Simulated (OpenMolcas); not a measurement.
# Mn²⁺: input and output

Input:

```
&GATEWAY
Coord
1

Mn 0.0 0.0 0.0
Basis=ANO-RCC-VTZP
Group=XYZ
NoMove
AngMom=0.0 0.0 0.0
AMFI
RX2C
&SEWARD
* reference wave functions (RASSCF and RASSI steps not shown): 5 electrons in 5 orbitals (3d)
>>> COPY JOB001 $Project.JobIph
&CASPT2
Multistate=1 1
Frozen=1 0
IPEA=0.6
Imaginary=0.1
MaxIter=60
WThr=0.0 0.3 0.05
PrWF=0.5
NoMix
>>> COPY JOB002 $Project.JobIph
&CASPT2
Multistate=24 1 2 3 4 5 6 7 8 9 10 11 12 13 14 15 16 17 18 19 20 21 22
23 24
Frozen=1 0
IPEA=0.6
Imaginary=0.1
MaxIter=60
WThr=0.0 0.3 0.05
PrWF=0.5
NoMix
>>> COPY JOB003 $Project.JobIph
&CASPT2
Multistate=75 1 2 3 4 5 6 7 8 9 10 11 12 13 14 15 16 17 18 19 20 21 22
23 24 25 26 27 28 29 30 31 32 33 34 35 36 37 38 39 40 41 42 43 44 45 46
47 48 49 50 51 52 53 54 55 56 57 58 59 60 61 62 63 64 65 66 67 68 69 70
71 72 73 74 75
NoMult
Frozen=1 0
IPEA=0.6
Imaginary=0.1
MaxIter=60
WThr=0.0 0.3 0.05
PrWF=0.5
NoMix
```

Launched by
```bash
OMP_NUM_THREADS=1 MOLCAS_MEM=2252 MOLCAS_PROJECT=a pymolcas a.inp > a.log  # once for each step of the input, in one work folder
```

Output, cut to the results:

```
--- CASPT2 ---
Orbital specifications:
      -----------------------

      Symmetry species                           1   2
                                                ag  au
      Frozen orbitals                            1   0
      Inactive orbitals                          2   6
      Active orbitals                            5   0
      Secondary orbitals                        22  23
      Deleted orbitals                           0   0
      Number of basis functions                 30  29
Type of calculation                        SS-CASPT2
      Fock operator                              state-specific
      IPEA shift                                 0.60
      Real shift                                 0.00
      Imaginary shift                            0.10
      The input orbitals will be transformed to quasi-canonical
Reference energy:       -1156.6181241799
      E2 (Non-variational):      -0.4448120892
      Shift correction:          -0.0000872539
      E2 (Variational):          -0.4448993431
      Total energy:           -1157.0630235230
      Residual norm:              0.0000002500
      Reference weight:           0.95009
      Contributions to the CASPT2 correlation energy
      Active & Virtual Only:         -0.0739327780
      One Inactive Excited:          -0.2203053600
      Two Inactive Excited:          -0.1505739512
::    CASPT2 Root  1     Total energy:  -1157.06302352
--- CASPT2 ---
Orbital specifications:
      -----------------------

      Symmetry species                           1   2
                                                ag  au
      Frozen orbitals                            1   0
      Inactive orbitals                          2   6
      Active orbitals                            5   0
      Secondary orbitals                        22  23
      Deleted orbitals                           0   0
      Number of basis functions                 30  29
Type of calculation                        MS-CASPT2
      Fock operator                              state-specific
      IPEA shift                                 0.60
      Real shift                                 0.00
      Imaginary shift                            0.10
      The input orbitals will be transformed to quasi-canonical
Reference energy:       -1156.4714504959
      E2 (Non-variational):      -0.4639913511
      Shift correction:          -0.0001063914
      E2 (Variational):          -0.4640977424
      Total energy:           -1156.9355482384
      Residual norm:              0.0000001761
      Reference weight:           0.94568
      Contributions to the CASPT2 correlation energy
      Active & Virtual Only:         -0.0848534974
      One Inactive Excited:          -0.2289114743
      Two Inactive Excited:          -0.1502263793
Reference energy:       -1156.4714504959
      E2 (Non-variational):      -0.4639183552
      Shift correction:          -0.0001054171
      E2 (Variational):          -0.4640237724
      Total energy:           -1156.9354742683
      Residual norm:              0.0000001885
      Reference weight:           0.94573
      Contributions to the CASPT2 correlation energy
      Active & Virtual Only:         -0.0848556230
      One Inactive Excited:          -0.2288811955
      Two Inactive Excited:          -0.1501815367
::    CASPT2 Root  1     Total energy:  -1156.93554824
::    CASPT2 Root  2     Total energy:  -1156.93547427
::    CASPT2 Root  3     Total energy:  -1156.93532919
::    CASPT2 Root  4     Total energy:  -1156.93546023
::    CASPT2 Root  5     Total energy:  -1156.93552468
::    CASPT2 Root  6     Total energy:  -1156.93551251
::    CASPT2 Root  7     Total energy:  -1156.93547851
::    CASPT2 Root  8     Total energy:  -1156.93536909
::    CASPT2 Root  9     Total energy:  -1156.93598606
::    CASPT2 Root 10     Total energy:  -1156.92205414
::    CASPT2 Root 11     Total energy:  -1156.92207135
::    CASPT2 Root 12     Total energy:  -1156.92202349
::    CASPT2 Root 13     Total energy:  -1156.90953802
::    CASPT2 Root 14     Total energy:  -1156.90948879
::    CASPT2 Root 15     Total energy:  -1156.90958680
::    CASPT2 Root 16     Total energy:  -1156.90935389
::    CASPT2 Root 17     Total energy:  -1156.90960220
::    CASPT2 Root 18     Total energy:  -1156.85490144
::    CASPT2 Root 19     Total energy:  -1156.85333262
::    CASPT2 Root 20     Total energy:  -1156.85537451
::    CASPT2 Root 21     Total energy:  -1156.85335489
::    CASPT2 Root 22     Total energy:  -1156.85315900
::    CASPT2 Root 23     Total energy:  -1156.85340277
::    CASPT2 Root 24     Total energy:  -1156.85307761
::    MS-CASPT2 Root  1     Total energy:  -1156.93755923
::    MS-CASPT2 Root  2     Total energy:  -1156.93654160
::    MS-CASPT2 Root  3     Total energy:  -1156.93599081
::    MS-CASPT2 Root  4     Total energy:  -1156.93581578
::    MS-CASPT2 Root  5     Total energy:  -1156.93568014
::    MS-CASPT2 Root  6     Total energy:  -1156.93509466
--- CASPT2 ---
Orbital specifications:
      -----------------------

      Symmetry species                           1   2
                                                ag  au
      Frozen orbitals                            1   0
      Inactive orbitals                          2   6
      Active orbitals                            5   0
      Secondary orbitals                        22  23
      Deleted orbitals                           0   0
      Number of basis functions                 30  29
Type of calculation                        SS-CASPT2
      Fock operator                              state-specific
      IPEA shift                                 0.60
      Real shift                                 0.00
      Imaginary shift                            0.10
      The input orbitals will be transformed to quasi-canonical
Reference energy:       -1156.4095273094
      E2 (Non-variational):      -0.4657097667
      Shift correction:          -0.0001101246
...
```

Levels above the lowest, from the spin-orbit matrix with the multistate effective Hamiltonian, averaged by term, added to it:

| Configuration | Term | J | E (cm⁻¹) | Measured (cm⁻¹) | Term weight % |
| --- | --- | --- | --- | --- | --- |
| 3d⁵ | ⁶S | 5/2 | 0.0 | 0.0 | 100 |
| 3d⁵ | ⁴G | 5/2 | 27970 | 26858 | 100 |
| 3d⁵ | ⁴G | 7/2 | 27980 | 26860 | 100 |
| 3d⁵ | ⁴G | 11/2 | 27990 | 26824 | 100 |
| 3d⁵ | ⁴G | 9/2 | 27990 | 26851 | 100 |
| 3d⁵ | ⁴P | 5/2 | 30840 | 29168 | 97 |
| 3d⁵ | ⁴P | 3/2 | 30880 |  | 98 |
| 3d⁵ | ⁴P | 1/2 | 30930 |  | 99 |
| 3d⁵ | ⁴D | 7/2 | 33680 | 32307 | 100 |
| 3d⁵ | ⁴D | 1/2 | 33730 | 32369 | 99 |
| 3d⁵ | ⁴D | 3/2 | 33760 |  | 98 |
| 3d⁵ | ⁴D | 5/2 | 33770 | 32384 | 97 |
| 3d⁵ | ²I | 11/2 | 41150 | 39174 | 100 |
| 3d⁵ | ²I | 13/2 | 41190 | 39176 | 100 |
| 3d⁵ | ²D(1) | 5/2 | 43780 | 41238 | 79 |
| 3d⁵ | ²D(1) | 3/2 | 44100 | 41570 | 96 |
| 3d⁵ | ²F(1) | 7/2 | 45340 | 42606 | 99 |
| 3d⁵ | ²F(1) | 5/2 | 45710 | 43105 | 68 |
| 3d⁵ | ⁴F | 9/2 | 45900 | 43573 | 99 |
| 3d⁵ | ⁴F | 7/2 | 45920 | 43602 | 99 |
| 3d⁵ | ⁴F | 5/2 | 46010 | 43669 | 80 |
| 3d⁵ | ⁴F | 3/2 | 46020 | 43675 | 96 |
| 3d⁵ | ²H | 9/2 | 49460 | 46516 | 87 |
| 3d⁵ | ²H | 11/2 | 49660 | 46671 | 99 |

Against the 20 measured excited levels shown (Corliss and Sugar, J. Phys. Chem. Ref. Data 6, 1253 (1977)) the mean absolute deviation is 2000 cm-1; the largest miss in energy is 3d⁵ ²H_11/2: computed 49660, measured 46671 cm⁻¹ (+6.4 %).

CASPT2 breaks the degeneracy within a term, and the mean is taken; among the terms shown or strongly mixed into the levels shown the widest spread is 1100 cm-1 (3d⁵ ⁴F). Blocks of more than 70 roots (2S+1 = 2 even) ran without multistate coupling. Some levels mix across a computed gap that differs much from the measured one, so their mixing is not that of the real levels. The CASPT2 spread within a term exceeds the gap to the next term for 3d⁵ ²F(1) and 3d⁵ ⁴F, so the order of their levels is uncertain, and so are names and mixing where such terms share a J. Measured partners are found by configuration, term and J. A level has none where our copy of the source lacks it or the pairing is in doubt (some pairs that miss far off the trend of their configuration count as doubtful), and it then counts in no deviation. Levels of configurations outside the active space are missing. The table shows the lowest 24 of 37 levels.

The CASPT2 steps took 20 s on 1 thread of Arm Neoverse V1 (shared host); the integral step is not counted.

The term weight is that of the spin-free term in the level, not the purity of its configuration. A number in round brackets counts repeated terms of one configuration in the order of the reference energies.
